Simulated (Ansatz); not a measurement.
C₂H₆SSi (`C=CS[SiH3]`), relaxed with RKS PBE0-D4/def2-TZVP in Ansatz from a PBE-D4/def2-SVP geometry. The force threshold is 0.005 eV/Å; the program also tests the step.

Charge 0, multiplicity 1.

Start:

```xyz
10

C     0.950   -1.261   -1.704
C     0.527   -0.444   -0.722
S    -1.063   -0.606    0.059
Si   -0.964    1.012    1.490
H     0.331   -2.089   -2.086
H     1.944   -1.114   -2.152
H     1.173    0.376   -0.363
H    -2.271    0.953    2.223
H    -0.808    2.344    0.807
H     0.182    0.828    2.448
```

```tsv
step	energy (eV)	largest force (eV/Å)	largest move (Å)
1	-20876.2311	0.588	0.000
2	-20876.2778	0.149	0.041
3	-20876.2809	0.047	0.011
4	-20876.2811	0.022	0.004
5	-20876.2812	0.010	0.006
6	-20876.2812	0.006	0.003
7	-20876.2812	0.001	0.009
8	-20876.2812	0.006	0.015
9 (rejected)	-20876.2810	0.081	0.105
10	-20876.2813	0.026	0.051
11	-20876.2813	0.065	0.058
12	-20876.2817	0.050	0.011
13	-20876.2827	0.045	0.060
14	-20876.2841	0.168	0.198
15	-20876.2859	0.094	0.010
16	-20876.2875	0.104	0.076
17	-20876.2890	0.098	0.110
18	-20876.2898	0.079	0.078
19	-20876.2906	0.039	0.015
20	-20876.2909	0.034	0.018
21	-20876.2909	0.020	0.013
22	-20876.2910	0.013	0.015
23	-20876.2910	0.012	0.011
24	-20876.2910	0.007	0.003
25	-20876.2910	0.003	0.002
```

End:

```xyz
10

C     0.989   -1.258   -1.549
C     0.383   -0.268   -0.908
S    -1.177   -0.456   -0.112
Si   -0.906    0.910    1.506
H     0.584   -2.263   -1.568
H     1.914   -1.077   -2.084
H     0.804    0.733   -0.902
H    -2.235    1.043    2.149
H    -0.444    2.220    0.977
H     0.090    0.417    2.491
```

It took 110 s on 2 threads of a server CPU on a shared host, with 0.43 GiB of host memory at the peak.
